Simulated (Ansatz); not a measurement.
```yaml
crystal:
  periodic: [false, false, false]
  atoms:
    - {symbol: Rb, position_ang: [0.948954, -1.134455, -1.181971]}
    - {symbol: h, position_ang: [-1.590458, 0.644502, -0.379167]}
    - {symbol: Br, position_ang: [0.641504, 0.489963, 1.561139]}
basis:
  gaussian: {orbitals: def2-mTZVPP, fitting: {mean_field: def2-universal-jkfit}, nuclear_model: gaussian}
magnetization: {spin_polarized: true, initial_magnetization: 1}
hamiltonian: {xc: {name: B3LYP5}}
scf: {omitted_lower_state_checks: [starts]}
output: {forces: true}
```

```sh
$ ansatz run in.yaml --threads 4 --pin off --events-out ev --progress --plain --max-ram 3916MiB
```

Output, abridged:

```
Error: YAML parse error: error: line 5 column 16: `h` is not an element symbol (H … Og, case-exact)
 --> <input>:5:16
3 |   atoms:
4 |     - {symbol: Rb, position_ang: [0.948954, -1.134455, -1.181971]}
5 |     - {symbol: h, position_ang: [-1.590458, 0.644502, -0.379167]}
6 |     - {symbol: Br, position_ang: [0.641504, 0.489963, 1.561139]}
7 | basis:
```

In this input an element symbol is wrong. The input was rejected before any iteration.
